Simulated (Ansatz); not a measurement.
TlBr (SMILES [Br][Tl]): from total energies to a heat of formation

TlBr has 2 atoms, charge 0, and is taken as a singlet. As SMILES, `[Br][Tl]`. Geometry: the measured bond length.

```xyz
2

Br    0.0000    0.0000    0.0000
Tl    0.0000    0.0000    2.6182
```

Total energies at SVWN5/def2-SV(P) (core potential) (Ansatz 0.2.0); the atoms run unrestricted:

```tsv
species	state	energy (Eh)
TlBr	singlet	-2742.655644
Br	doublet	-2570.232147
Tl	doublet	-172.252038
```

Harmonic wavenumbers at wB97M-V/def2-TZVPD, in cm⁻¹: 189.

Measured heats of formation of the gaseous atoms at 298.15 K, in kJ/mol: Br 111.9, Tl 182.2. Spin-orbit lowering of the atoms at 298 K (mean of the ground term's levels less their thermal mean, from spectra), in kJ/mol: Br 14.69, Tl 62.15. Take 1 Eh = 2625.50 kJ/mol, 1 cm⁻¹ = 0.0119627 kJ/mol, RT = 2.479 kJ/mol.

Problem. What heat of formation follows?

Solution. 
1. Electronic atomisation energy: (-2570.232147) + (-172.252038) − (-2742.655644) = 0.171459 Eh = 450.2 kJ/mol.
2. Zero-point energy: half the sum of the wavenumbers, 94.5 cm⁻¹ = 1.1 kJ/mol.
3. Thermal vibrational enthalpy, Σ hcν̃/(exp(hcν̃/kT) − 1): 1.5 kJ/mol. Translation, rotation and pV of a linear molecule: 3.5 RT = 8.7 kJ/mol.
4. The 2 free atoms carry 5/2 RT each: 12.4 kJ/mol.
5. Spin-orbit coupling lowers the free atoms by 14.69 + 62.15 = 76.8 kJ/mol.
6. Atomisation enthalpy at 298 K: 450.2 − 76.8 − 1.1 − 1.5 − 8.7 + 12.4 = 374.5 kJ/mol.
7. Sum of the atoms' heats of formation: 294.1 kJ/mol. Heat of formation: 294.1 − 374.5 = -80.4 kJ/mol.

No measured value is set beside it here. The LDA overbinds, which puts heats of formation too low. Anharmonicity and any spin-orbit splitting of the molecule are left out.
